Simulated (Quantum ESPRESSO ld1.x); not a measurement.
Problem. Ir5+, 72 electrons, occupied as [Xe] 4f14 5d4. All-electron calculation, scalar-relativistic Kohn-Sham, LDA (Slater exchange, Perdew-Zunger correlation), spin-polarised, spherical densities, point nucleus; open shells are filled with parallel spins first. Program: ld1.x of Quantum ESPRESSO 7.5. Some entries of the table are withheld. Estimate them.

| orbital | occ. | eigenvalue (eV) | <1/r> (bohr^-1) | <r^2> (bohr^2) |
|---|---|---|---|---|
| 1s up | 1 | -76141.117 | 92.18 | 0.0004198 |
| 1s down | 1 | -76141.113 | 92.18 | 0.0004198 |
| 2s up | 1 | -13374.454 | 21.59 | 0.006422 |
| 2s down | 1 | -13374.138 | 21.59 | 0.006422 |
| 2p up | 3 | -11631.084 | 19.35 | 0.005366 |
| 2p down | 3 | -11630.819 | 19.35 | 0.005366 |
| 3s up | 1 | -3177.048 | 7.998 | 0.04154 |
| 3s down | 1 | -3176.890 | 7.998 | 0.04154 |
| 3p up | 3 | -2667.414 | 7.334 | 0.04248 |
| 3p down | 3 | -2667.247 | 7.334 | 0.04248 |
| 3d up | 5 | -2105.847 | 6.916 | 0.03518 |
| 3d down | 5 | -2105.606 | 6.916 | 0.03518 |
| 4s up | 1 | -727.695 | 3.420 | 0.2025 |
| 4s down | 1 | -727.368 | 3.420 | 0.2025 |
| 4p up | 3 | -560.490 | 3.095 | 0.2311 |
| 4p down | 3 | -560.161 | 3.095 | 0.2310 |
| 4d up | 5 | -355.223 | 2.767 | 0.2651 |
| 4d down | 5 | -354.830 | 2.768 | 0.2647 |
| 5s up | 1 | -162.271 | 1.391 | 1.051 |
| 5s down | 1 | -160.021 | 1.400 | 1.041 |
| 4f up | 7 | -126.851 | 2.318 | 0.3488 |
| 4f down | 7 | -126.262 | 2.325 | 0.3447 |
| 5p up | 3 | -118.094 | 1.194 | 1.377 |
| 5p down | 3 | -115.385 | 1.202 | 1.364 |
| 5d up | 4 | -66.532 | (1) | 2.312 |
| 5d down | 0 | -63.441 | (2) | 2.329 |

Solution. 
(1) 5d up <1/r> (bohr^-1): 0.9029
(2) 5d down <1/r> (bohr^-1): 0.9040
